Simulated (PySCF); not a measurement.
CH6ClNSi3, SMILES Cl[Si@H]1C=N[SiH2][SiH2]1. Heavy atoms are numbered as in [Cl:1][Si@H:2]1[CH:3]=[N:4][SiH2:5][SiH2:6]1. Hydrogens are named by the atom that carries them.

Geometry optimised at PBE0-D3(BJ)/def2-SVP. The structure was generated by enumeration; whether it is a known compound was not checked.

Method: PySCF with PBE/def2-TZVP.

Atomic charges (e), one atom of each kind:

```csv
atom,Löwdin,meta-Löwdin,Mulliken
Cl1,0.22,-0.28,-0.22
Si2 (SiH),-0.12,0.49,0.28
C3 (CH),-0.34,-0.15,-0.10
N4,0.01,-0.39,-0.19
Si5 (SiH2),0.13,0.45,0.21
Si6 (SiH2),0.05,0.01,-0.08
H on Si2,-0.02,-0.07,-0.01
H on C3,0.13,0.12,0.12
H on Si5,-0.02,-0.06,-0.01
H on Si6,-0.01,-0.03,0.01
```

Problem. Give the Mayer and Wiberg (Löwdin basis) orders of the bonds. (Estimate from the structure and the level; the computed values follow.)

Solution. 
```
bond     Mayer  Wiberg
-------  -----  ------
Cl1–Si2   1.14    1.80
Si2–C3    0.92    1.08
C3–N4     1.91    2.36
N4–Si5    1.08    1.29
Si2–Si6   0.96    1.09
Si5–Si6   0.91    1.08
```
